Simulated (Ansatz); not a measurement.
Program: Ansatz. Geometries: PBE0-D4/def2-TZVP. ΔE: electronic, gas phase. CCSD(T)/CBS adds triple-zeta CCSD(T) − MP2 to the extrapolated MP2 energy (def2 sets, frozen cores). DFT in def2-TZVPP. B3LYP here is the variant with VWN-RPA as its local correlation; programs differ in this. For Ga, Ge outer-core shells are correlated without core-valence functions, which leaves a few kJ/mol of doubt a bond. Scalar relativity is left out up to krypton. One conformer a species, not always the lowest.

Reaction (redistribution): `[NH2][Ga]([F])[SH]` + `[NH2][GeH2][CH2]Cl` → `[F][Ga]([SH])[Cl]` + `N[CH2][GeH2][NH2]`

| level | ΔE (kcal/mol) | difference from CCSD(T)/CBS |
| --- | --- | --- |
| PBE-D4 | -12.2 | -1.5 |
| r2SCAN-D4 | -12.3 | -1.6 |
| B3LYP-D4 | -12.3 | -1.6 |
| ωB97X-V | -12.2 | -1.5 |
| ωB97M-V | -12.2 | -1.5 |
| PBE | -12.4 | -1.7 |
| PBE0 | -13.1 | -2.4 |
| B3LYP | -12.7 | -2.0 |
| HF/def2-TZVPP | -15.1 | -4.4 |
| SCS-MP2/def2-TZVPP | -11.4 | -0.7 |
| CCSD/def2-TZVPP | -12.2 | -1.5 |
| HF/def2-QZVPP | -14.8 | -4.1 |
| MP2/def2-QZVPP | -10.5 | 0.2 |
| SCS-MP2/def2-QZVPP | -10.8 | -0.1 |
| HF/CBS(def2) | -14.8 | -4.1 |
| CCSD/CBS(def2) | -11.1 | -0.4 |
| CCSD(T)/CBS | -10.7 | 0 |

Largest T1 diagnostic among the species: 0.013.

In def2-TZVPP, CCSD(T) changes the Hartree–Fock value by +3.3 kcal/mol (the triples alone add +0.4 kcal/mol) and MP2 by +3.9 kcal/mol.
